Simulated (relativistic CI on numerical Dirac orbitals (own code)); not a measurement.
A reference radial Dirac CI calculation of Tb+ gave the lowest total energy -11694.37820 Ha in 30 SCF steps, from this input:

```
atom Tb  Z=65  charge=1  electrons=64
nucleus A=159  rms_radius_fm=5.0600
hamiltonian dirac-coulomb  breit=on  qed=on  c_scale=1
orbitals kli  potential=per-configuration
slater_scale 1
correlation none
mixing on
grid step=0.0125 r_max=129.7
scf mixing=0.4 start=green max_iterations=150 tolerance=2e-08 node_fill=0.05
configurations
  [Xe] 4f9 6s
  [Xe] 4f8 6s2
end
```

One setting was then changed (and the iteration limit cut to 53), and the output read:

```
SCF 1: [Xe] 4f9 6s
 iter      energy (Ha)   residual   last orbital (Ha)
      6s not found; potential halved back
error: SCF of 1s2 2s2 2p6 3s2 3p6 3d10 4s2 4p6 4d10 4f9 5s2 5p6 6s stopped: an orbital could not be found
end: not converged
```

Problem. Which setting was changed?
A. Breit term
B. charge
C. configuration list
D. end of the grid

Solution. D. The end of the grid at 3.89 bohr. This setting is bad on purpose; its numbers may not be properties of the ion.
